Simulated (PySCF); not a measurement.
**Electron correlation in Li (lithium, neutral)**

[He] 2s1, 2S determinant. Computed with PySCF 2.14 in def2-TZVPPD (5s4p1d, 22 functions), with the non-relativistic Hamiltonian (point nucleus). Frozen: nothing; 3 electrons correlated.

```
  level  correlation energy (mhartree)
   CCSD                         -35.39
    (T)                          -0.02
CCSD(T)                         -35.41
  CCSDT                         -35.41
    FCI                         -35.41
```

Diagnostics: T1 = 0.0025, D1 = 0.0059, largest double amplitude 0.026, weight of the Hartree-Fock determinant in FCI 0.9968 (5082 determinants).

**Question.** Is a single reference adequate?

**Answer.** Yes: T1 lies below 0.03 and no double amplitude reaches 0.07.

This basis was not built for core-valence correlation, so the inner-shell part is incomplete.
